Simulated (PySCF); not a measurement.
The group X on silaethenyl-X is varied. All species are isolated molecules in the gas phase. One relaxed conformer stands for each flexible species; it need not be the lowest. Strings in code marks are SMILES.

Computed with PBE-D3(BJ)/def2-TZVP // PBE0-D3(BJ)/def2-TZVP in PySCF. All candidates: neutral, multiplicity 1. Delta-SCF ions had no search for a lower state. Excitations are Tamm–Dancoff values on a coarser integration grid. The basis has no diffuse functions, so Rydberg states are missing or too high.

| Item | Value |
|---|---|
| vertical ionisation energy (Delta-SCF) | 8.10 eV |
| HOMO | -5.27 eV |
| brightest of the four lowest singlets (TDA) | 4.96 eV |

Problem. Which member has these values?
A) `C=[SiH]N`
B) `C=[SiH]F`
C) `C=[SiH][SeH]` (C–Si–Se–H torsion 0°)
D) `C=[SiH]S` (C–Si–S–H torsion 1°)

Solution. C, `C=[SiH][SeH]` (C–Si–Se–H torsion 0°). The others give `C=[SiH]F`: 8.95 eV, -5.62 eV, 5.76 eV; `C=[SiH]N`: 7.80 eV, -4.67 eV, 5.54 eV; `C=[SiH]S` (C–Si–S–H torsion 1°): 8.24 eV, -5.29 eV, 5.21 eV
